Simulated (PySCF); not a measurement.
C₃H₁₀OSi₂, SMILES [SiH3][C@H]1O[C@@H](C)[SiH2]1. The structure is a stationary point at PBE0-D3(BJ)/def2-SVP. The structure was generated by enumeration; whether it is a known compound was not checked.

Computed equilibrium geometry at PBE0-D3(BJ)/def2-SVP (PySCF confirms it by a frequency run) as a Z-matrix:
```
O
C 1 1.4425
H 2 1.1067 1 109.27
C 1 1.4452 2 104.91 3 113.20
H 4 1.1069 1 111.20 2 -113.27
C 2 1.5107 3 110.00 1 -122.47
H 6 1.1009 2 111.44 3 -176.98
H 6 1.1013 7 108.35 2 -122.01
H 6 1.1017 7 107.84 8 -116.85
Si 4 1.8885 5 110.75 1 122.61
H 10 1.4938 4 111.27 5 -63.91
H 10 1.4948 11 108.85 4 120.46
H 10 1.4978 11 109.12 12 118.69
Si 4 1.9074 5 113.27 1 -100.53
H 14 1.4944 4 117.96 5 -2.40
H 14 1.4959 15 109.00 4 136.98
```
Charge 0, spin multiplicity 1.
